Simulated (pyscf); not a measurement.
## Cl–SiH₂–SiH(Cl)–Cl (SMILES Cl[SiH2][SiH](Cl)Cl), singlet

Gas-phase minimum from PySCF at ωB97X-D3(BJ)/def2-SVP, one conformer. 

```
Si
H 1 1.4813
Cl 1 2.0577 2 108.47
Cl 1 2.0632 2 108.59 3 -119.06
Si 1 2.3177 2 115.48 3 120.69
H 5 1.4855 1 109.67 2 -176.65
H 5 1.4866 6 110.33 1 123.27
Cl 5 2.0711 6 109.57 7 120.20
```
Charge 0, spin multiplicity 1.

Properties at ωB97X-D3(BJ)/def2-SVP:

```yaml
harmonic_wavenumbers_unscaled: 39, 59, 138, 148, 201, 432, 507, 551, 577, 606, 693, 755, 815, 858, 948, 2275, 2288, 2301 cm⁻¹
zero_point_energy: 20.3 kcal/mol
rotational_symmetry_number: 1
Entropy of this conformer at 298 K and 1 atm, rigid rotor and harmonic oscillator, modes under 100 cm⁻¹ raised to 100: 375.3 J/(mol K)
dipole_moment: 1.25 D
```

Single-point totals, which compare only within one level:

```
level                   total energy (hartree)
----------------------  ----------------------
ωB97X-D3(BJ)/def2-TZVP             -1961.67977
PBE/def2-TZVP                      -1960.73419
r²SCAN/def2-TZVP                   -1961.46043
B3LYP-D3(BJ)/def2-TZVP             -1961.70565
PBE0-D3(BJ)/def2-TZVP              -1960.91544
M06-2X/def2-TZVP                   -1961.51378
ωB97M-D3(BJ)/def2-TZVP             -1961.83796
```

The lowest mode is so soft that the shape along it may change with the basis. Soft torsions are taken as harmonic, which can shift the entropy by several J/(mol K).
